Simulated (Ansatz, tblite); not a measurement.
Spin states of the cluster MoO3⁺, each relaxed with B3LYP-D4/def2-TZVP in Ansatz. Electronic energies in the gas phase.

In the def2 sets Mo takes a core potential; there is no spin–orbit coupling. The xTB rows come from tblite. LC-ωPBE has ω = 0.4 bohr⁻¹. Correlated methods freeze 3 core orbitals; core or outer-core shells of Mo are correlated, in sets that lack core-valence functions. The structure comes from a short search, and lower isomers may exist.

Doublet geometry (Cs within 0.1 Å):

```tsv
atom	x (Å)	y (Å)	z (Å)
Mo1	0.106	-0.055	-0.499
O2	0.666	-1.366	0.363
O3	0.769	1.406	0.394
O4	-1.541	0.015	-0.258
```

Quartet geometry (Cs within 0.1 Å):

```xyz
4

Mo    0.2671    0.1660   -0.1309
O    -0.2119    1.0531    1.4125
O    -0.8273    0.3766   -1.3486
O     0.7722   -1.5956    0.0671
```

Run but left out: HF/STO-3G, HF/def2-TZVP, MP2/def2-TZVP (doublet: ⟨S²⟩ 1.97 to 2.27, where a pure state has 0.75); HF/def2-TZVPP, MP2/def2-TZVPP, CCSD/def2-TZVPP, CCSD(T)/def2-TZVPP (flagged by the program: large difference).

Only these spin states were relaxed.

Second-order perturbation terms are unreliable where d shells bring near-degenerate states, and here B2PLYP/def2-TZVP lies more than 0.4 eV from the median of the functionals without such a term.

```csv
level,quartet − doublet (kJ/mol),lowest of these
PBE-D4/def2-TZVP,245.1,doublet
r2SCAN-D4/def2-TZVP,218.8,doublet
r2SCAN0-D4/def2-TZVP,183.7,doublet
LC-ωPBE/def2-TZVP,200.4,doublet
```

Estimate the rows for GFN2-xTB, PBE0-D4/def2-TZVP, B2PLYP/def2-TZVP, RPA@PBE/def2-TZVP.


```tsv
level	quartet − doublet (kJ/mol)	lowest of these	remarks
GFN2-xTB	159.6	doublet	–
PBE0-D4/def2-TZVP	208.3	doublet	–
B2PLYP/def2-TZVP	252.2	doublet	spin-contaminated (⟨S²⟩ 0.85) (doublet)
RPA@PBE/def2-TZVP	225.8	doublet	–
```

The xTB methods have no spin-polarisation term.

How do the metal–ligand distances follow the spin state?


```csv
state,donor atoms,mean metal–ligand distance (Å),range (Å),Mulliken spin on the metal (PBE0)
doublet,3,1.723,1.67–1.84,-0.25
quartet,3,1.779,1.65–1.84,0.69
```

⟨S²⟩ at PBE0-D4/def2-TZVP: doublet 0.77 (pure 0.75), quartet 3.78 (pure 3.75). The unpaired electrons of the quartet sit mostly on the ligands.
